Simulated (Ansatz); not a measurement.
## A correction line for r2SCAN-D4/def2-TZVPP: vertical ionisation energy

The vertical ionisation energy (cation less neutral) in eV of 6 molecular compounds of Hf: x at r2SCAN-D4/def2-TZVPP, y at CCSD(T)/def2-TZVPP. Shapes, held fixed at every level: PBE0-D4/def2-TZVP. Flexible molecules stand in one conformer, not always the lowest. Programs: Ansatz 0.2.0.

| molecule | x (eV) | y (eV) |
| --- | --- | --- |
| C2H8HfO3Se (SMILES C[O][Hf]([OH])([SeH])[O]C) | 8.39 | 8.55 |
| CH6HfO3Se (SMILES C[O][Hf]([OH])([OH])[SeH]) | 8.55 | 8.63 |
| CH5Cl2HfNO (SMILES C[NH][Hf]([OH])([Cl])[Cl]) | 8.93 | 9.29 |
| Hf(SH)4 | 9.31 | 9.96 |
| Hf(NH2)2F2 | 9.45 | ? |
| Hf(CH3)(OH)BrF | 9.91 | 10.24 |

Q: Fit y = c + s·x to the known rows and predict y for Hf(NH2)2F2.

A: 
1. Means of the 5 rows: x = 9.0180, y = 9.334.
2. Σ(Δx)² = 1.5021, Σ(Δx·Δy) = 1.8166, so the slope is 1.8166/1.5021 = 1.2094.
3. Intercept: 9.334 − (1.2094) × 9.0180 = -1.572. The largest residual of the fit is 0.27.
4. Hf(NH2)2F2: -1.572 + 1.2094 × 9.45 = 9.86 eV.

CCSD(T)/def2-TZVPP gives 9.86 eV, so the prediction is off by 0.00 eV: they agree to the digits shown. Uncorrected, r2SCAN-D4/def2-TZVPP misses Hf(NH2)2F2 by -0.41 eV, and the other rows by 0.32 on average. The line removes about 100 % of this miss, partly by chance. Left out in turn, the other rows are missed by 0.27 eV on average, hardly better than no correction. Cations run unrestricted. For atoms past krypton def2 sets carry core potentials with scalar relativity. Relativity is left out for Br, Se. Outer-core shells of Br, Hf, Se are correlated, in sets that cover them unevenly.
